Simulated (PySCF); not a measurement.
**CsTe⁺ at LDA**

Computed with LDA; Cs def2-SVP with ECP46, Te def2-SVP with ECP28; scalar-relativistic core potentials (PySCF 2.14).

| Item | Value |
| --- | --- |
| state | ³Σ⁻ (triplet), unpaired electrons π ↑↑ |
| bond length | 3.911 Å |
| harmonic wavenumber | 59.7 cm⁻¹ |
| force constant | 0.138 mdyn/Å |
| rotational constant Be | 0.01678 cm⁻¹ |
| anharmonicity ωexe | 0.318 cm⁻¹ |
| vibration–rotation constant αe | 9.45e-05 cm⁻¹ |
| well depth De to Cs⁺ + Te | 0.42 eV |
| dissociation energy D0 | 0.41 eV |
| bond order (Mayer) | 0.24 |
| dipole moment (positive dipole points towards Te; it is taken about the centre of mass and depends on that origin) | -7.10 D |

Spin–orbit coupling is left out, which matters for elements this heavy, above all for dissociation energies. For an ion De counts to the pair picked by the measured ionisation energies or electron affinities, which need not be the lowest pair at this level. The state is the lowest determinant that a PBE0 search found; another state may lie lower at other levels.
